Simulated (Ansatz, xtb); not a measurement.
# AsH5PSn: which of two isomers lies lower

Structure a is `[PH3][Sn][AsH2]`, a doublet and structure b is `[PH2][SnH][AsH2]`, a doublet. Both are isolated molecules in the gas phase, relaxed with B3LYP-D3(BJ)/def2-SVP; the shapes shown needn't be the lowest conformers.

a (Å):

```json
{"atom": "As", "x (Å)": "2.0772", "y (Å)": "-0.9083", "z (Å)": "1.4477"}
{"atom": "P", "x (Å)": "-1.4194", "y (Å)": "-1.6338", "z (Å)": "1.1603"}
{"atom": "Sn", "x (Å)": "0.0990", "y (Å)": "0.3886", "z (Å)": "0.0302"}
{"atom": "H", "x (Å)": "-1.4683", "y (Å)": "-1.7394", "z (Å)": "2.5776"}
{"atom": "H", "x (Å)": "-1.0682", "y (Å)": "-2.9843", "z (Å)": "0.8866"}
{"atom": "H", "x (Å)": "-2.8144", "y (Å)": "-1.7330", "z (Å)": "0.9033"}
{"atom": "H", "x (Å)": "3.0407", "y (Å)": "-0.8853", "z (Å)": "0.2577"}
{"atom": "H", "x (Å)": "2.6353", "y (Å)": "0.4052", "z (Å)": "2.0028"}
```

b (Å):

```yaml
atoms:
  - { symbol: As, position_ang: [0.5087, -1.3736, 3.3449] }
  - { symbol: P, position_ang: [-1.3819, -1.5296, -0.3789] }
  - { symbol: Sn, position_ang: [0.5975, -0.4207, 0.8450] }
  - { symbol: H, position_ang: [-0.6778, -2.7232, -0.7283] }
  - { symbol: H, position_ang: [-1.1199, -0.8943, -1.6326] }
  - { symbol: H, position_ang: [0.0576, 1.2418, 1.0178] }
  - { symbol: H, position_ang: [1.2679, -2.6547, 2.9918] }
  - { symbol: H, position_ang: [1.7946, -0.6499, 3.7520] }
```

Quicker runs give these differences E(b) − E(a): GFN2-xTB −8.2 kcal/mol; HF/STO-3G −34.2 kcal/mol (at GFN2-xTB geometries); r2SCAN-D4/def2-SVP −1.3 kcal/mol (at GFN2-xTB geometries).

Task: Estimate E(b) − E(a) at the level CCSD(T)/def2-SVP + ΔMP2/def2-TZVPP.

Result: Calculated at CCSD(T)/def2-SVP + ΔMP2/def2-TZVPP: E(b) − E(a) = +3.3 kcal/mol, so structure a lies lower.

How the difference moves with the method:

| level | geometry | E(b) − E(a) (kcal/mol) | departure from the last row (kcal/mol) | job, with rough time for the two |
| --- | --- | --- | --- | --- |
| GFN2-xTB | GFN2-xTB | −8.2 | −11.5 | optimisation, 0.25 s |
| HF/STO-3G | GFN2-xTB | −34.2 | −37.5 | single point, 1.6 s |
| r2SCAN-D4/def2-SVP | GFN2-xTB | −1.3 | −4.7 | single point, 6.9 s |
| B3LYP-D3(BJ)/def2-SVP | B3LYP-D3(BJ)/def2-SVP | +2.7 | −0.6 | optimisation, 2.6 min |
| HF/def2-SVP | B3LYP-D3(BJ)/def2-SVP | +3.7 | +0.4 | part of the CCSD(T) run |
| MP2/def2-SVP | B3LYP-D3(BJ)/def2-SVP | +1.8 | −1.5 | part of the CCSD(T) run |
| CCSD(T)/def2-SVP | B3LYP-D3(BJ)/def2-SVP | +1.6 | −1.7 | single point |
| CCSD(T)/def2-SVP + ΔMP2/def2-TZVPP | B3LYP-D3(BJ)/def2-SVP | +3.3 |  | single point, 79 s |

As drawn, b has 1 Sn–H in place of 1 P–H.

GFN2-xTB, HF/STO-3G, r2SCAN-D4/def2-SVP put the two in the other order. The largest departure from CCSD(T)/def2-SVP + ΔMP2/def2-TZVPP is that of HF/STO-3G, 37.5 kcal/mol. The last row adds to CCSD(T) the change of the MP2 difference between the two basis sets, here +1.7 kcal/mol.

With harmonic frequencies from B3LYP-D3(BJ)/def2-SVP (ideal gas, rigid rotor, one conformer each, 298.15 K, 1 atm): on the last row, ΔE + ΔZPE = +1.7 kcal/mol. A mode under 50 cm⁻¹ makes harmonic enthalpies and free energies unreliable, so none is given.

Open shells are spin-unrestricted. The correlated steps freeze 18 core orbitals; the filled d shell of As and Sn is correlated, in a basis made for valence electrons. Atoms past krypton carry core potentials in the def2 sets, other sets are all-electron and non-relativistic, and no spin–orbit term is included. Codes used: Ansatz 0.2.0, xtb 6.7.1; the last row on 2 threads of Arm Neoverse V2 on a shared host.
